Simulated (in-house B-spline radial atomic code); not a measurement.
Inner levels of barium as electrons are removed. A shift is the extra binding of the orbital against the neutral atom ([Xe] 6s2). The density at the nucleus is averaged over the nuclear charge. Computed with an all-electron radial atomic-structure program (B-spline basis): Dirac-Hartree-Fock, average of the configuration, finite nuclei.

```json
{"ion": "Ba22+", "configuration": "[Ar] 3d10 4s2 4p4", "shift of 2p3/2 (eV)": "637.58", "shift of 2s1/2 (eV)": "636.54", "shift of 3p1/2 (eV)": "604.96", "radius of 2p3/2 (bohr)": "0.097835", "radius of 2s1/2 (bohr)": "0.10903", "radius of 3p1/2 (bohr)": "0.27765", "Σ<r²> (bohr²)": "4.3212", "change of density at nucleus (bohr⁻³)": "344.28"}
{"ion": "Ba23+", "configuration": "[Ar] 3d10 4s2 4p3", "shift of 2p3/2 (eV)": "?", "shift of 2s1/2 (eV)": "?", "shift of 3p1/2 (eV)": "?", "radius of 2p3/2 (bohr)": "?", "radius of 2s1/2 (bohr)": "?", "radius of 3p1/2 (bohr)": "?", "Σ<r²> (bohr²)": "?", "change of density at nucleus (bohr⁻³)": "?"}
{"ion": "Ba24+", "configuration": "[Ar] 3d10 4s2 4p2", "shift of 2p3/2 (eV)": "?", "shift of 2s1/2 (eV)": "?", "shift of 3p1/2 (eV)": "?", "radius of 2p3/2 (bohr)": "?", "radius of 2s1/2 (bohr)": "?", "radius of 3p1/2 (bohr)": "?", "Σ<r²> (bohr²)": "?", "change of density at nucleus (bohr⁻³)": "?"}
{"ion": "Ba25+", "configuration": "[Ar] 3d10 4s2 4p1", "shift of 2p3/2 (eV)": "?", "shift of 2s1/2 (eV)": "?", "shift of 3p1/2 (eV)": "?", "radius of 2p3/2 (bohr)": "?", "radius of 2s1/2 (bohr)": "?", "radius of 3p1/2 (bohr)": "?", "Σ<r²> (bohr²)": "?", "change of density at nucleus (bohr⁻³)": "?"}
{"ion": "Ba26+", "configuration": "[Ar] 3d10 4s2", "shift of 2p3/2 (eV)": "839.19", "shift of 2s1/2 (eV)": "837.25", "shift of 3p1/2 (eV)": "787.55", "radius of 2p3/2 (bohr)": "0.097755", "radius of 2s1/2 (bohr)": "0.10893", "radius of 3p1/2 (bohr)": "0.27623", "Σ<r²> (bohr²)": "2.4329", "change of density at nucleus (bohr⁻³)": "606.98"}
{"ion": "Ba27+", "configuration": "[Ar] 3d10 4s1", "shift of 2p3/2 (eV)": "892.16", "shift of 2s1/2 (eV)": "889.23", "shift of 3p1/2 (eV)": "835.75", "radius of 2p3/2 (bohr)": "0.097733", "radius of 2s1/2 (bohr)": "0.10893", "radius of 3p1/2 (bohr)": "0.2758", "Σ<r²> (bohr²)": "2.0189", "change of density at nucleus (bohr⁻³)": "-332.39"}
{"ion": "Ba28+", "configuration": "[Ar] 3d10", "shift of 2p3/2 (eV)": "945.95", "shift of 2s1/2 (eV)": "942", "shift of 3p1/2 (eV)": "884.58", "radius of 2p3/2 (bohr)": "0.09771", "radius of 2s1/2 (bohr)": "0.10892", "radius of 3p1/2 (bohr)": "0.27537", "Σ<r²> (bohr²)": "1.6173", "change of density at nucleus (bohr⁻³)": "-1311.23"}
{"ion": "Ba29+", "configuration": "[Ar] 3d9", "shift of 2p3/2 (eV)": "1049.72", "shift of 2s1/2 (eV)": "1045.37", "shift of 3p1/2 (eV)": "964.69", "radius of 2p3/2 (bohr)": "0.097618", "radius of 2s1/2 (bohr)": "0.10884", "radius of 3p1/2 (bohr)": "0.27326", "Σ<r²> (bohr²)": "1.5102", "change of density at nucleus (bohr⁻³)": "-1162.67"}
{"ion": "Ba30+", "configuration": "[Ar] 3d8", "shift of 2p3/2 (eV)": "1155.65", "shift of 2s1/2 (eV)": "1150.87", "shift of 3p1/2 (eV)": "1046.09", "radius of 2p3/2 (bohr)": "0.097521", "radius of 2s1/2 (bohr)": "0.10876", "radius of 3p1/2 (bohr)": "0.27117", "Σ<r²> (bohr²)": "1.4078", "change of density at nucleus (bohr⁻³)": "-1009.13"}
{"ion": "Ba31+", "configuration": "[Ar] 3d7", "shift of 2p3/2 (eV)": "1263.74", "shift of 2s1/2 (eV)": "1258.46", "shift of 3p1/2 (eV)": "1128.79", "radius of 2p3/2 (bohr)": "0.09742", "radius of 2s1/2 (bohr)": "0.10867", "radius of 3p1/2 (bohr)": "0.2691", "Σ<r²> (bohr²)": "1.3099", "change of density at nucleus (bohr⁻³)": "-850.59"}
```

Problem. Fill in the row of Ba23+.

Solution. shift of 2p3/2 (eV): 686.62; shift of 2s1/2 (eV): 685.38; shift of 3p1/2 (eV): 649.56; radius of 2p3/2 (bohr): 0.097816; radius of 2s1/2 (bohr): 0.10901; radius of 3p1/2 (bohr): 0.27732; Σ<r²> (bohr²): 3.8243; change of density at nucleus (bohr⁻³): 407.42.

Problem. Fill in the row of Ba24+.

Solution. shift of 2p3/2 (eV): 736.58; shift of 2s1/2 (eV): 735.11; shift of 3p1/2 (eV): 694.86; radius of 2p3/2 (bohr): 0.097797; radius of 2s1/2 (bohr): 0.10898; radius of 3p1/2 (bohr): 0.27697; Σ<r²> (bohr²): 3.3445; change of density at nucleus (bohr⁻³): 472.25.

Problem. Fill in the row of Ba25+.

Solution. shift of 2p3/2 (eV): 787.43; shift of 2s1/2 (eV): 785.74; shift of 3p1/2 (eV): 740.86; radius of 2p3/2 (bohr): 0.097777; radius of 2s1/2 (bohr): 0.10896; radius of 3p1/2 (bohr): 0.27661; Σ<r²> (bohr²): 2.8809; change of density at nucleus (bohr⁻³): 538.77.
